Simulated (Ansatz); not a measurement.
Isolated molecules relaxed with PBE0-D4/def2-TZVP in Ansatz; ΔE leaves out vibrations. CBS: MP2 limit from def2 TZ/QZ plus the TZ coupled-cluster correction, frozen cores. Functionals use def2-TZVPP. B3LYP here is the variant with VWN-RPA as its local correlation; programs differ in this. For Zn outer-core shells are correlated without core-valence functions, which leaves a few kJ/mol of doubt a bond. Scalar relativity is left out up to krypton. One conformer a species, not always the lowest.

Consider the redistribution: `B[CH](C)[ZnH]` + `BCO[SiH3]` → `[SiH3]O[CH2][ZnH]` + `BC(B)C`.

`B[CH](C)[ZnH]`:

Z-matrix (Å, degrees):
```
B
Zn 1 2.357
C 1 1.486 2 60.0
H 1 1.207 2 95.3 3 -121.7
H 1 1.204 2 108.8 3 115.6
H 2 1.543 1 153.0 3 179.4
C 3 1.514 1 125.3 2 108.8
H 3 1.097 1 118.0 2 -93.1
H 7 1.092 3 111.2 1 -20.9
H 7 1.095 3 114.1 1 -143.6
H 7 1.095 3 109.7 1 97.4
```

`BCO[SiH3]`:

Cartesian coordinates in Å:
```
B 0.602 1.832 0.956
C 0.563 0.466 0.231
O -0.729 -0.055 -0.013
Si -0.953 -1.497 -0.768
H 1.679 2.306 1.181
H -0.391 2.406 1.286
H 1.133 0.575 -0.711
H 1.173 -0.242 0.824
H -2.415 -1.715 -0.844
H -0.302 -2.600 -0.005
H -0.359 -1.476 -2.136
```

`[SiH3]O[CH2][ZnH]`:

Cartesian coordinates in Å:
```
Si 1.052 -0.398 -1.381
O 0.558 0.270 0.037
C -0.760 -0.010 0.532
Zn -0.970 0.971 2.224
H 2.438 0.072 -1.619
H 0.164 0.024 -2.502
H 1.018 -1.886 -1.306
H -0.887 -1.092 0.676
H -1.514 0.296 -0.206
H -1.099 1.754 3.546
```

`BC(B)C`:

```xyz
12

B    -1.237   -0.860    0.243
C    -0.160    0.243    0.090
B     0.798    0.091    1.298
C     0.457    0.450   -1.287
H    -1.427   -1.653   -0.636
H    -1.890   -0.932    1.243
H    -0.753    1.114    0.448
H     0.371    0.125    2.415
H     1.974   -0.064    1.127
H    -0.302    0.622   -2.054
H     1.146    1.298   -1.303
H     1.024   -0.434   -1.584
```

```csv
level,ΔE (kcal/mol)
PBE-D4,11.8
B3LYP-D4,10.7
HF/def2-TZVPP,9.0
MP2/def2-TZVPP,11.4
CCSD/def2-TZVPP,10.8
CCSD(T)/def2-TZVPP,11.4
HF/CBS(def2),8.9
CCSD/CBS(def2),10.3
```

(1) What does CCSD(T)/CBS give? (Estimate.)

Largest T1 diagnostic among the species: 0.014.

Answers

(1) The calculation gave: +11.0 kcal/mol. The listed levels differ from it by 0.8, -0.3, -2.0, 0.4, -0.2, 0.4, -2.1, -0.7 kcal/mol.

In def2-TZVPP, CCSD(T) changes the Hartree–Fock value by +2.4 kcal/mol (the triples alone add +0.6 kcal/mol) and MP2 by +2.4 kcal/mol.
